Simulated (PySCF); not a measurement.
## Correlation energy of Se+ (selenium, charge +1)

[Ar] 3d10 4s2 4p3, high-spin 4S determinant. Computed with PySCF 2.14 in cc-pVTZ-PP with ECP10MDF (5s4p3d1f, 39 functions), with scalar relativity through the core potential. Frozen: 3s2 3p6 3d10; 5 electrons correlated.

MP2 pair energies summed by pair of shells (mhartree):

| pair | energy | share (%) |
| --- | --- | --- |
| 4s-4p | -49.98 | 66.2 |
| 4p-4p | -16.60 | 22.0 |
| 4s-4s | -8.96 | 11.9 |

Total MP2 correlation energy: -75.54 mhartree.

Same-spin part -20.01 and opposite-spin part -55.53 mhartree; SCS-MP2 scales them by 1/3 and 6/5 to -73.30 mhartree.

| level | correlation energy (mhartree) |
| --- | --- |
| CCSD | -90.18 |
| (T) | -2.54 |
| CCSD(T) | -92.72 |

Diagnostics: T1 = 0.0024, D1 = 0.0049, largest double amplitude 0.053.

Problem. Is a single reference adequate?

Solution. Yes, within this model without spin-orbit coupling: T1 lies below 0.03 and no double amplitude reaches 0.07.
